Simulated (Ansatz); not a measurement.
```yaml
crystal:
  periodic: [false, false, false]
  atoms:
    - {symbol: N, position_ang: [0.468384, 1.490293, 1.248876]}
    - {symbol: C, position_ang: [0.822135, 0.439650, 0.676012]}
    - {symbol: Br, position_ang: [2.553246, -0.312382, 1.107158]}
    - {symbol: Si, position_ang: [-0.053635, -0.617318, -0.618444]}
    - {symbol: O, position_ang: [-1.520119, 0.064480, -0.916791]}
    - {symbol: H, position_ang: [-0.456641, 1.777711, 0.920276]}
    - {symbol: H, position_ang: [0.752995, -0.582248, -1.855984]}
    - {symbol: H, position_ang: [-0.183348, -1.992527, -0.078662]}
    - {symbol: H, position_ang: [-2.294518, -0.313961, -0.499642]}
basis:
  gaussian: {orbitals: def2-TZVPP}
hamiltonian: {xc: {name: B2GP-PLYP}}
```

```sh
$ ansatz run in.yaml --threads 4 --pin off --events-out ev --progress --plain --max-ram 10444MiB
```

It prints (some lines left out):

```
Functional definition: B2GP-PLYP
1475 factors; integrals over basis functions are off by at most 7.2e-4 eV
mean field evaluation 1: about -82526.1817 eV, gradient 5.6e1 eV
mean field evaluation 2: about -82526.3865 eV, gradient 5.6e1 eV
mean field evaluation 4: about -82532.0904 eV, gradient 5.2e0 eV
mean field evaluation 8: about -82532.1821 eV, gradient 5.8e-1 eV
mean field evaluation 16: about -82532.1838 eV, gradient 7.4e-4 eV
mean field -82532.18375637 eV, -3033.0018107234 hartree, gradient 6.4e-6 eV, S^2 0.000000; 0 other end points of the search recorded, 0 dependent functions left out
17 core orbitals not correlated: weight in the atoms' cores, before any rotation towards them, 1.000 or more for the frozen orbitals, at most 0.000 for the correlated occupied ones
reference -82532.18387965 eV, -3033.0018152536 hartree; 20, 20 occupied and 202, 202 virtual orbitals, 1475 factors
second order -31.14596165 eV of doubles, -0.00000000 eV of singles
Total energy: -82543.39642584 eV, -3033.4138687261 hartree
```

It took 5.5 s on 4 threads of an Arm Neoverse V2 on a shared host, with 0.65 GiB of host memory at the peak.
